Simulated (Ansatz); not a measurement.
The first iterations of a band of C3H3IO (8 atoms, charge 0, multiplicity 1).

Theory: Ansatz, UKS PBE/def2-SVP.

```
movable images  : 4
climbing image  : no
spring          : 5.0 eV/Å²
optimiser       : quadratic models (default)
start path      : through a guess of the saddle point
force threshold : 0.05 eV/Å
iteration limit : 60
end points      : relaxed
```

Initial state:

```xyz
8
Properties=species:S:1:pos:R:3
O -0.533 1.737 0.571
C -0.276 0.450 0.402
C -0.623 -0.811 0.607
C 0.566 -0.547 -0.242
I 0.484 -0.757 -2.501
H 0.149 2.254 0.096
H -1.289 -1.585 0.998
H 1.613 -0.798 0.013
```

Final state:

```xyz
8
Properties=species:S:1:pos:R:3
O 0.626 1.265 0.748
C -0.270 0.448 0.045
C -0.380 -0.999 0.463
C 0.249 -0.750 -0.669
I 1.402 -1.509 -2.229
H 0.311 2.182 0.668
H -0.686 -1.692 1.255
H -1.158 0.997 -0.337
```

| iteration | highest image above the first end (eV) | largest band force component (eV/Å) |
| --- | --- | --- |
| 1 | 43.153 | 185.898 |
| 2 | 12.125 | 49.009 |
| 3 | 7.334 | 32.129 |
| 4 | 3.598 | 15.138 |
| 5 | 3.291 | 8.095 |
| 6 | 3.214 | 3.488 |
| 7 | 3.185 | 1.255 |
| 8 | 3.100 | 0.891 |
| 9 | 2.998 | 0.981 |
| 10 | 2.758 | 0.986 |
| 11 | 2.555 | 1.161 |

Does the band converge within its limit, and where does its top end?

The forces met the threshold. It ended after 35 iterations with the highest image 1.559 eV above the first end. No image climbed, so the highest image needn't sit at the top of the path. The orbitals stay closed-shell, which can raise the energy where a bond breaks towards radicals; this wasn't checked here.

The run took 8.2 min on 2 threads of Arm Neoverse V1 (shared host), peak memory 0.24 GiB.
